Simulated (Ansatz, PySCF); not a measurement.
Mg(OMe)(SeH) (CH₄MgOSe), SMILES [O](C)[Mg][SeH].

Coordinates come from a B3LYP-D3(BJ)/def2-SVP optimisation. The structure was generated by enumeration; whether it is a known compound was not checked. The values are those of a single conformer.

Vertical ionisation energy (IE) and electron affinity (EA) in eV. Rows of orbital energies are one-electron estimates. Where ΔSCF, EOM or ADC give a negative EA the extra electron is unbound and the value depends on the basis.

| level | IE | EA |
|---|---|---|
| −ε(HOMO), −ε(LUMO), r2SCAN/def2-TZVP (PySCF) | 5.96 | 1.64 |
| −ε(HOMO), −ε(LUMO), PBE/def2-TZVP (PySCF) | ___ | ___ |
| ΔSCF, PBE0/def2-SVPD (Ansatz), final states of multiplicity 2 and 2 | 8.79 | 0.15 |
| ΔSCF, PBE/def2-SVPD (Ansatz), final states of multiplicity 2 and 2 | 8.36 | 0.25 |

**Question.** Fill in the missing entries. (An estimate is asked for; the answer gives what the named calculation found.)

**Answer.** 
- −ε(HOMO), −ε(LUMO), PBE/def2-TZVP (PySCF), IE: 5.69
- −ε(HOMO), −ε(LUMO), PBE/def2-TZVP (PySCF), EA: 2.08

**Question.** What vertical singlet–triplet gap does ΔSCF give with PBE0/def2-SVPD (Ansatz, a quantum-chemistry and plane-wave program) and with PBE/def2-SVPD (Ansatz)? (An estimate is asked for; the answer gives what the named calculation found.)

**Answer.** 4.06 and 3.58 eV (triplet above singlet where positive).
